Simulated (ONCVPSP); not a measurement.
# palladium: ONCV pseudisation with LDA (Perdew-Zunger), scalar-relativistic reference atom.

Input for ONCVPSP 4.0.1:

```
# ATOM AND REFERENCE CONFIGURATION
# atsym  z   nc   nv     iexc    psfile
  Pd 46.00    6    3        3      upf
#
#   n    l    f
    1    0    2.00
    2    0    2.00
    2    1    6.00
    3    0    2.00
    3    1    6.00
    3    2   10.00
    4    0    2.00
    4    1    6.00
    4    2    9.50
#
# PSEUDOPOTENTIAL AND OPTIMIZATION
# lmax
    2
#
#   l,   rc,      ep,       ncon, nbas, qcut
    0    0.95    0.00    4    7    5.50
    1    1.70    0.00    3    8   10.00
    2    1.95    0.00    3    7    6.60
#
# LOCAL POTENTIAL
# lloc, lpopt,  rc(5),   dvloc0
    4    5    0.65    6.00
#
# VANDERBILT-KLEINMAN-BYLANDER PROJECTORs
# l, nproj, debl
    0    2    4.00
    1    2    2.60
    2    2    1.90
#
# MODEL CORE CHARGE
# icmod, fcfact, rcfact
    2    0.25    1.15
#
# LOG DERIVATIVE ANALYSIS
# epsh1, epsh2, depsh
   -5.00    5.00    0.04
#
# OUTPUT GRID
# rlmax, drl
    6.00    0.01
#
# TEST CONFIGURATIONS
# ncnf
    4
# nvcnf
#   n    l    f
    3
    4    0    2.00
    4    1    6.00
    4    2   10.00
#
    3
    4    0    2.00
    4    1    6.00
    4    2    9.00
#
    3
    4    0    2.00
    4    1    6.00
    4    2    8.00
#
    3
    4    0    1.00
    4    1    6.00
    4    2   10.00
#
```

Command:

```bash
oncvpsp.x < Pd.dat > Pd.out
```

The program printed (shortened: citation, most of the input echo, consistency checks and plot data are left out):

```
ONCVPSP  (Optimized Norm-Conservinng Vanderbilt PSeudopotential)
scalar-relativistic version 4.0.1

#   n    l    f        energy (Ha)
    1    0    2.00    -8.8716853E+02
    2    0    2.00    -1.2972726E+02
    2    1    6.00    -1.1640625E+02
    3    0    2.00    -2.3530552E+01
    3    1    6.00    -1.9151900E+01
    3    2   10.00    -1.2174507E+01
    4    0    2.00    -3.3350708E+00
    4    1    6.00    -2.0817343E+00
    4    2    9.50    -3.4119432E-01

Reference configufation results
  iterations    28
  all-electron total energy (Ha)   -5.04100723D+03

Begin loop to  construct optimized pseudo wave functions
and semi-local pseudopoentials for all angular momenta

   Wellstate for l =  0  n =  6
     eigenvalue =   0.6649
     asymptotic potential =   1.1649
     half-point radius =  4.3907

Calculating optimized projector #   1

 for l=   0

    Fraction of norm inside rc  0.544422
    Optimizing pswf for qcut=   5.48 a_B^-1,  ecut=  15.02 Ha
    Residual kinetic energy error=  1.82D-01 Ha

    Energy error per electron        Cutoff
         Ha          eV             Ha
         0.01000     0.27211      102.05
         0.00100     0.02721      130.20
         0.00010     0.00272      150.63
         0.00001     0.00027      212.60

Calculating optimized projector #   2

 for l=   0

    Fraction of norm inside rc  0.027452
    Optimizing pswf for qcut=   5.48 a_B^-1,  ecut=  15.02 Ha
    Residual kinetic energy error=  2.58D-02 Ha

    Energy error per electron        Cutoff
         Ha          eV             Ha
         0.01000     0.27211       20.14
         0.00100     0.02721       83.68
         0.00010     0.00272      174.12
         0.00001     0.00027      206.09

   Wellstate for l =  1  n =  6
     eigenvalue =   0.5183
     asymptotic potential =   1.0183
     half-point radius =  5.7912

Calculating optimized projector #   1

 for l=   1

    Fraction of norm inside rc  0.941971
    Optimizing pswf for qcut=   9.99 a_B^-1,  ecut=  49.89 Ha
    Residual kinetic energy error=  4.57D-09 Ha

    Energy error per electron        Cutoff
         Ha          eV             Ha
         0.01000     0.27211       13.55
         0.00100     0.02721       17.01
         0.00010     0.00272       28.17
         0.00001     0.00027       35.71

Calculating optimized projector #   2

 for l=   1

    Fraction of norm inside rc  0.048526
    Optimizing pswf for qcut=   9.99 a_B^-1,  ecut=  49.89 Ha
    Residual kinetic energy error=  1.54D-09 Ha

    Energy error per electron        Cutoff
         Ha          eV             Ha
         0.01000     0.27211       10.40
         0.00100     0.02721       14.23
         0.00010     0.00272       18.95
         0.00001     0.00027       32.96

   Wellstate for l =  2  n =  6
     eigenvalue =   1.5588
     asymptotic potential =   2.0588
     half-point radius =  4.2107

Calculating optimized projector #   1

 for l=   2

    Fraction of norm inside rc  0.779056
    Optimizing pswf for qcut=   6.61 a_B^-1,  ecut=  21.84 Ha
    Residual kinetic energy error=  4.69D-05 Ha

    Energy error per electron        Cutoff
         Ha          eV             Ha
         0.01000     0.27211       15.29
         0.00100     0.02721       18.28
         0.00010     0.00272       20.83
         0.00001     0.00027       51.25

Calculating optimized projector #   2

 for l=   2

    Fraction of norm inside rc  0.112918
    Optimizing pswf for qcut=   6.61 a_B^-1,  ecut=  21.84 Ha
    Residual kinetic energy error=  1.58D-04 Ha

    Energy error per electron        Cutoff
         Ha          eV             Ha
         0.01000     0.27211       15.61
         0.00100     0.02721       19.20
         0.00010     0.00272       23.68
         0.00001     0.00027       60.24

Construct Vanderbilt / Kleinmman-Bylander projectors

B matrix Hermiticity error, ll=   0
   1   2   -5.0535E-04

  Orthonormal projector coefficients  3.5446E+01  1.0927E+01

B matrix Hermiticity error, ll=   1
   1   2   -2.4095E-04

  Orthonormal projector coefficients  1.6167E+01  1.4890E+00

B matrix Hermiticity error, ll=   2
   1   2   -1.7229E-04

  Orthonormal projector coefficients  1.2427E+01 -1.5497E+00

Model core correction analysis
  based on d2Exc/dn_idn_j

d2excae - all-electron derivatives

   -3.098904D-02   -2.807389D-02   -1.724094D-02
   -2.807423D-02   -2.645671D-02   -1.792650D-02
   -1.724137D-02   -1.792640D-02   -1.751069D-02

d2excps - pseudofunction derivatives with no core correction

   -3.929836D-02   -3.491219D-02   -1.851090D-02
   -3.491237D-02   -3.207391D-02   -1.884492D-02
   -1.851076D-02   -1.884476D-02   -1.898858D-02

rms 2nd derivative error    4.728348E-03

amplitude prefactor, scale prefactor
   11.9599    1.1453

d2excps - pseudofunction derivatives with core correction

   -3.245748D-02   -2.892959D-02   -1.720285D-02
   -2.892962D-02   -2.665364D-02   -1.767929D-02
   -1.720257D-02   -1.767903D-02   -1.867670D-02

rms 2nd derivative error    7.560020E-04

Pseudoatom total energy -126.646606

Diagnostic tests using Vanderbilt-Kleinman-Bylander pseudopotentials
  1 or more projectors used as specified by nproj input data

   l    rcore       rmatch      e in        delta e   norm test  slope test

   0   0.9553653   0.9843723  -3.3350708  -0.0000992   1.0001734   1.0002306
   0   0.9553653   0.9843723   0.6649292  -0.0051648   1.0799353   1.0799353

   1   1.7067645   1.7585856  -2.0817343  -0.0000004   1.0001596   1.0001585
   1   1.7067645   1.7585856   0.5182657   0.0000315   1.0002414   1.0002414

   2   1.9585162   2.0179810  -0.3411943  -0.0000496   1.0000454   0.9999559
   2   1.9585162   2.0179810   1.5588057  -0.0000421   1.0002201   1.0002201

 Testing for bound ghosts
   n   l    E NL Schr. Eq   E Basis Diag.   E Cutoff

   1   0       -3.335170       -3.333900    205.36

   2   1       -2.081735       -2.081712    104.53

   3   2       -0.341244       -0.340487     67.40

 Testing for highly-localized positive-energy ghosts
       l    <radius>/rc     E Basis Diag.   E Cutoff

       0        0.223097        0.709703    205.36  WARNING - GHOST(+)

       2        0.944293       17.569480     67.40  WARNING - GHOST(+)

Test configuration 0

   n   l     f        eae           eps        diff
   1   0  2.0000 -887.16853085
   2   0  2.0000 -129.72726241
   2   1  6.0000 -116.40625269
   3   0  2.0000  -23.53055170
   3   1  6.0000  -19.15190026
   3   2 10.0000  -12.17450731
   4   0  2.0000   -3.33507084   -3.33517007   -9.92D-05
   4   1  6.0000   -2.08173428   -2.08173466   -3.80D-07
   4   2  9.5000   -0.34119432   -0.34124395   -4.96D-05

    Total energies and differences
      AE_ref= -5.04100723D+03  AE_tst= -5.04100723D+03  dif=  0.00D+00
      PS_ref= -1.26646606D+02  PS_tst= -1.26646606D+02  dif=  9.09D-13
      PSP excitation error= -9.09D-13

Test configuration 1

   n   l     f        eae           eps        diff
   1   0  2.0000 -886.97424273
   2   0  2.0000 -129.53216854
   2   1  6.0000 -116.21125464
   3   0  2.0000  -23.33501540
   3   1  6.0000  -18.95636557
   3   2 10.0000  -11.97897116
   4   0  2.0000   -3.13980894   -3.14009489   -2.86D-04
   4   1  6.0000   -1.88757120   -1.88770735   -1.36D-04
   4   2 10.0000   -0.15845960   -0.15851699   -5.74D-05

    Total energies and differences
      AE_ref= -5.04100723D+03  AE_tst= -5.04113106D+03  dif= -1.24D-01
      PS_ref= -1.26646606D+02  PS_tst= -1.26770462D+02  dif= -1.24D-01
      PSP excitation error=  2.44D-05

Test configuration 2

   n   l     f        eae           eps        diff
   1   0  2.0000 -887.39141086
   2   0  2.0000 -129.95146750
   2   1  6.0000 -116.63032753
   3   0  2.0000  -23.75467243
   3   1  6.0000  -19.37601906
   3   2 10.0000  -12.39871679
   4   0  2.0000   -3.55688299   -3.55659135    2.92D-04
   4   1  6.0000   -2.30167213   -2.30141795    2.54D-04
   4   2  9.0000   -0.54709911   -0.54695049    1.49D-04

    Total energies and differences
      AE_ref= -5.04100723D+03  AE_tst= -5.04078603D+03  dif=  2.21D-01
      PS_ref= -1.26646606D+02  PS_tst= -1.26425410D+02  dif=  2.21D-01
      PSP excitation error=  6.27D-06

Test configuration 3

   n   l     f        eae           eps        diff
   1   0  2.0000 -887.90761166
   2   0  2.0000 -130.47182032
   2   1  6.0000 -117.15034502
   3   0  2.0000  -24.27259586
   3   1  6.0000  -19.89393831
   3   2 10.0000  -12.91715561
   4   0  2.0000   -4.06253756   -4.06032457    2.21D-03
   4   1  6.0000   -2.80129164   -2.79970501    1.59D-03
   4   2  8.0000   -1.01339080   -1.01166091    1.73D-03

    Total energies and differences
      AE_ref= -5.04100723D+03  AE_tst= -5.04001132D+03  dif=  9.96D-01
      PS_ref= -1.26646606D+02  PS_tst= -1.25651419D+02  dif=  9.95D-01
      PSP excitation error=  7.25D-04

Test configuration 4

   n   l     f        eae           eps        diff
   1   0  2.0000 -887.55998796
   2   0  2.0000 -130.07632397
   2   1  6.0000 -116.75809703
   3   0  2.0000  -23.87764780
   3   1  6.0000  -19.49873413
   3   2 10.0000  -12.51921553
   4   0  1.0000   -3.62255432   -3.63593680   -1.34D-02
   4   1  6.0000   -2.35893034   -2.37223557   -1.33D-02
   4   2 10.0000   -0.58119058   -0.58071124    4.79D-04

    Total energies and differences
      AE_ref= -5.04100723D+03  AE_tst= -5.03776146D+03  dif=  3.25D+00
      PS_ref= -1.26646606D+02  PS_tst= -1.23392819D+02  dif=  3.25D+00
      PSP excitation error= -8.02D-03
```

The run took about 2.3 s on one core of a shared server CPU.
